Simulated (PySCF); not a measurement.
**Vibration and rotation of SbS**

ωB97X constants of SbS, ²Π (doublet), unpaired electrons π ↑ (basis Sb x2c-SVPall, S x2c-SVPall; spin-free X2C with a Gaussian nucleus; PySCF 2.14; masses 120.9038 and 31.9721 u):

```
ωe           : 535.8 cm⁻¹
ωexe         : 1.17 cm⁻¹
Be           : 0.13761 cm⁻¹
αe           : 0.000429 cm⁻¹
De to Sb + S : 3.60 eV
```

Question: What force constant and bond length do these constants imply?

Answer: Reduced mass μred = 25.286 u; k = 5.8918×10⁻⁷·μred·ωe² (u, cm⁻¹, mdyn/Å) = 4.28 mdyn/Å; Re = √(16.8576/(μred·Be)) (u, cm⁻¹, Å) = 2.201 Å.

Question: Estimate the centrifugal constant D from the Kratzer relation and find the Dunham coefficient a1.

Answer: D = 4Be³/ωe² = 3.63e-08 cm⁻¹; a1 = −1 − αeωe/(6Be²) = -3.02.

Spin–orbit coupling is left out, which matters for elements this heavy, above all for dissociation energies. The state was picked by a PBE0 search and need not be the measured ground state.
